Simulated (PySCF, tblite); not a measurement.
Compound: C5H11PSi.
Cartesian coordinates in Å at the GFN2-xTB level; atoms count from 1:
```
atom  x, y, z in Å
C1     0.9284    1.3117    0.5740
C2     1.2816   -0.0640    0.0973
Si3    3.0960   -0.4237   -0.2646
P4     0.1625   -1.3061   -0.1250
C5    -1.4270   -0.4993    0.3700
C6    -2.2380    0.2414   -0.6589
C7    -2.7154   -1.0751   -0.1400
H8     0.0799    1.7151    0.0208
H9     0.6494    1.2913    1.6296
H10    1.7717    1.9909    0.4636
H11    3.8851   -0.1340    0.9388
H12    3.2488   -1.8200   -0.6615
H13    3.5518    0.4767   -1.3309
H14   -1.4328   -0.1017    1.3806
H15   -2.7567    1.1382   -0.3516
H16   -1.8627    0.2825   -1.6718
H17   -3.5695   -1.0909    0.5209
H18   -2.6617   -1.9269   -0.8028
```

Jobs on this species (18 atoms, 70 electrons) with PySCF (density fitting) and tblite. Hardware of each: Arm Neoverse N1, one thread, on a shared host. Times come from a shared host and carry two figures at best.

Problem. Rank these jobs by wall time, shortest first.
A. GFN2-xTB; L-BFGS relaxation
B. GFN2-xTB; Hessian by finite differences
C. PBE0/pcSseg-1; shieldings, ring-centre shieldings, charges and field gradients; 188 basis functions

Solution. B (1.1 s), A (2.5 s), C (51 s).

All jobs:

| level and settings | work | basis functions | SCF cycles | wall time |
| --- | --- | --- | --- | --- |
| GFN2-xTB | Hessian by finite differences | – | – | 1.1 s |
| GFN2-xTB | L-BFGS relaxation | – | – | 2.5 s |
| PBE0/pcSseg-1 | shieldings, ring-centre shieldings, charges and field gradients | 188 | 14 | 51 s |

Problem. What do all jobs in the table cost together?

Solution. About 55 s; the longest takes about 93 % of that, and about 46 times as long as the shortest.
